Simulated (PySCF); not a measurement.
# Ionisation energy of S⁺ by level of theory

S⁺ [Ne] 3s2 3p3 (4S) → S²⁺ [Ne] 3s2 3p2 (3P), as a difference of total energies. All numbers are calculated (PySCF 2.14, no relativity, point nucleus, in aug-cc-pV(D+d)Z (5s4p3d, 32 functions)). Correlated levels: valence: [Ne] frozen. The calculations carry no spin-orbit coupling.

| method | ionisation energy (eV) |
| --- | --- |
| UHF | 22.722 |
| LDA | 23.416 |
| PBE | 23.326 |
| PBE0 | 23.386 |
| r2SCAN | 23.526 |
| r2SCAN0 | 23.511 |
| BHandHLYP | 23.155 |
| PW91 | 23.375 |
| wB97X-V | 23.159 |
| MP2 (valence) | 23.189 |
| SCS-MP2 (valence) | 23.025 |

Task: How much does correlation contribute at MP2 (valence)?

Result: 23.189 − (22.722) = 0.467 eV, measured against UHF.

A first-order spin-orbit estimate (lowest level to lowest level, LS coupling) adds -0.061 eV.

Errors of the correlated levels include the incompleteness of this basis and the frozen core.

For comparison: 23.338 eV (measured; NIST Atomic Spectra Database, ionization energies).
